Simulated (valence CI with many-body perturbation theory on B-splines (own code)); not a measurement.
## Level structure of Se20+

Computed by configuration interaction combined with many-body perturbation theory (CI+MBPT): four valence electrons over a frozen Dirac-Fock core [Ne], a basis of 11 s, 11 p, 9 d, 7 f, 5 g, 2 h, 1 i functions for each j, with the one-electron correlation potential Σ1, the two-electron term Σ2, the three-electron term Σ3, Breit, model QED; selected CI, second order for the rest (own B-spline code, finite nucleus).

No measured levels were compared; by estimate levels of excited configurations hold to 0.05 to 0.15 % of their energy, terms of the ground configuration to about 0.5 %.

Levels 1 to 45 of 72, with energies above the lowest level, 3s2 3p2 3P_0. "Leading %" is the weight of the configuration and term that name the level; weights of strongly mixed levels are sums over their largest components and can fall short.

```csv
No.,Configuration,Term,J,E (eV),Leading %,g,Second component
1,3s2 3p2,3P,0,0.00,86,,12 % 3s2 3p2 1S
2,3s2 3p2,3P,1,6.07,98,1.499,
3,3s2 3p2,3P,2,8.90,64,1.324,34 % 3s2 3p2 1D
4,3s2 3p2,1D,2,17.68,63,1.173,34 % 3s2 3p2 3P
5,3s2 3p2,1S,0,25.67,85,,12 % 3s2 3p2 3P
6,3s 3p3,5S°,2,50.27,91,1.955,7 % 3s 3p3 3P°
7,3s 3p3,3D°,1,62.78,72,0.657,12 % 3s 3p3 3P°
8,3s 3p3,3D°,2,63.33,70,1.248,14 % 3s 3p3 3P°
9,3s 3p3,3D°,3,65.72,88,1.331,10 % 3s2 3p 3d 3D°
10,3s 3p3,3P°,0,72.82,90,,9 % 3s2 3p 3d 3P°
11,3s 3p3,3P°,1,73.60,74,1.375,12 % 3s 3p3 3D°
12,3s 3p3,3P°,2,73.73,39,1.282,21 % 3s 3p3 1D°
13,3s2 3p 3d,1D°,2,80.35,31,1.150,28 % 3s 3p3 3P°
14,3s 3p3,3S°,1,86.53,60,1.629,30 % 3s 3p3 1P°
15,3s2 3p 3d,3F°,2,87.19,88,0.704,8 % 3s 3p3 1D°
16,3s2 3p 3d,3F°,3,90.14,93,1.088,
17,3s 3p3,1P°,1,95.67,48,1.319,30 % 3s 3p3 3S°
18,3s2 3p 3d,3F°,4,95.75,98,1.249,
19,3s2 3p 3d,3P°,2,97.41,48,1.297,18 % 3s2 3p 3d 3D°
20,3s2 3p 3d,3D°,1,98.92,56,0.838,23 % 3s2 3p 3d 3P°
21,3s2 3p 3d,3D°,2,103.58,34,1.062,32 % 3s2 3p 3d 1D°
22,3s2 3p 3d,3P°,0,104.35,88,,9 % 3s 3p3 3P°
23,3s2 3p 3d,3D°,3,105.05,79,1.304,9 % 3s 3p3 3D°
24,3s2 3p 3d,3P°,1,105.33,59,1.190,25 % 3s2 3p 3d 3D°
25,3s2 3p 3d,3P°,2,106.48,38,1.290,33 % 3s2 3p 3d 3D°
26,3s2 3p 3d,1F°,3,113.74,90,1.020,6 % 3s2 3p 3d 3D°
27,3s2 3p 3d,1P°,1,117.02,79,0.981,10 % 3s 3p3 1P°
28,3p4,3P,2,125.44,47,1.393,28 % 3s 3p2 3d 3P
29,3s 3p2 3d,5F,1,129.28,87,0.141,5 % 3s 3p2 3d 5D
30,3s 3p2 3d,5F,2,130.51,83,1.062,10 % 3s 3p2 3d 5D
31,3p4,3P,0,131.75,46,,29 % 3s 3p2 3d 3P
32,3p4,3P,1,132.18,48,1.423,37 % 3s 3p2 3d 3P
33,3s 3p2 3d,5F,3,132.38,79,1.296,16 % 3s 3p2 3d 5D
34,3p4,1D,2,134.42,47,1.108,22 % 3s 3p2 3d 1D
35,3s 3p2 3d,5F,4,135.34,86,1.363,12 % 3s 3p2 3d 5D
36,3s 3p2 3d,5D,0,136.41,91,,4 % 3p4 3P
37,3s 3p2 3d,5D,1,136.81,85,1.455,7 % 3p4 3P
38,3s 3p2 3d,5D,2,136.93,69,1.369,9 % 3s 3p2 3d 5F
39,3s 3p2 3d,5D,3,137.21,56,1.387,16 % 3s 3p2 3d 5F
40,3s 3p2 3d,5F,5,138.54,95,1.388,5 % 3s 3p2 3d 3G
41,3s 3p2 3d,5D,4,138.86,63,1.411,26 % 3s 3p2 3d 3F
42,3s 3p2 3d,3F,2,140.38,82,0.749,7 % 3s 3p2 3d 5D
43,3s 3p2 3d,3F,3,142.85,71,1.189,12 % 3s 3p2 3d 5P
44,3s 3p2 3d,5P,3,145.38,73,1.593,16 % 3s 3p2 3d 5D
45,3s 3p2 3d,5P,2,146.48,86,1.782,6 % 3s 3p2 3d 3P
```

Names give the largest LS component (configuration and term), which can be under half, so a name can repeat, a term be missing and a line seem to break the LS rules; names also repeat where a configuration has a term twice.

The ionisation energy to 3s2 3p 2P°_1/2 of the next ion comes out as 844.84 eV (NIST: 845.8 ± 2 eV (semi-empirical)). All 72 levels together are meant to be complete up to 167.76 eV.
